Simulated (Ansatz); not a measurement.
Species: HBOCl, charge 0, doublet. HBOCl (SMILES [O]BCl, doublet).
B3LYP-D3(BJ)/def2-TZVP minimum from Ansatz (a quantum-chemistry and plane-wave program):
```xyz
4

B     -0.5604    -0.5410    -0.1875
H     -1.7075    -0.7935     0.0682
Cl     0.2549     0.8449     0.5331
O      0.0222    -1.3581    -1.0243
```
Charge 0, spin multiplicity 2.

Hartree-Fock and MP2 correlation energies in hartree (Ansatz). UHF or UKS for unpaired electrons; spin-orbit terms are left out. Cores are frozen in correlated methods. No relativity.

```
basis        X       E(HF)  E(corr, MP2)
-----------  -  ----------  ------------
cc-pV(T+d)Z  3  -559.73004      -0.47160
cc-pV(Q+d)Z  4  -559.74097      -0.51382
cc-pV(5+d)Z  5  -559.74330      withheld
```

Problem. Fit E(corr) = E∞ + A/X³ to X = 3 and 4, predict X = 5, and compare with the run.

Solution. A = (-0.47160 - (-0.51382))/(1/27 - 1/64) = 1.9718; E∞ = -0.51382 - A/64 = -0.54463; at X = 5, E∞ + A/125 = -0.52885. The run gave -0.53129, 2.44 mEh below the prediction. The same form on X = 4 and 5 gives E∞ = -0.54962, 4.99 mEh below the first estimate.
